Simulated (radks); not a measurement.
Results of a calculation; reference values are marked as such.
Problem. Mg+, 11 electrons, occupied as [Ne] 3s1. Level of theory: Dirac Kohn-Sham, exchange-only PBE, spin-unpolarised, spherical densities, finite nucleus; Fermi nuclear charge, rms radius 3.057 fm (a radial shooting solver on a logarithmic mesh with Libxc functionals). Some entries of the table are withheld. Estimate them.

orbital  occ.  eigenvalue (eV)  <r^2> (bohr^2)
1s1/2       2        -1268.288         0.02300
2s1/2       2         -87.5780          0.5866
2p1/2       2         -54.6660          0.6086
2p3/2       4         -54.3764          0.6127
3s1/2       1              (1)           9.213
3p1/2       0          -6.5925             (2)
3p3/2       0          -6.5799             (3)

Solution. 
(1) 3s1/2 eigenvalue (eV): -10.8320
(2) 3p1/2 <r^2> (bohr^2): 15.30
(3) 3p3/2 <r^2> (bohr^2): 15.35
